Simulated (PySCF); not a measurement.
SnF₂: adding exact exchange

Base calculation in PySCF with density fitting and no spin–orbit coupling, PBE/def2-TZVP (scalar-relativistic core potentials): singlet, C2v, Sn–F 1.961 Å (×2); F–Sn–F 97.0°; wavenumbers 176, 555, 570 cm⁻¹; dipole moment 3.65 D, gap between the highest occupied and lowest empty levels 3.98 eV, polar-tensor charge of Sn 1.23 e, atomisation energy (no zero-point energy) 1052 kJ/mol.

Q: What changes on going to PBE0/def2-TZVP (scalar-relativistic core potentials)?

A: The point group stays the same. Changes: mean bond to Sn -0.029 Å, smallest bond angle -1.1 degrees, highest wavenumber +37 cm⁻¹, lowest wavenumber +16 cm⁻¹, dipole moment +0.07 D, gap between the highest occupied and lowest empty levels +1.96 eV, polar-tensor charge of Sn +0.10 e, atomisation energy (no zero-point energy) -73 kJ/mol. The new structure has Sn–F 1.932 Å (×2); F–Sn–F 95.9°, with wavenumbers 192, 589, 607 cm⁻¹. Exact exchange shortens and stiffens the bonds and opens the gap, the usual pattern.

Each species is the lowest minimum found with this bonding; other isomers or fragments can lie lower.
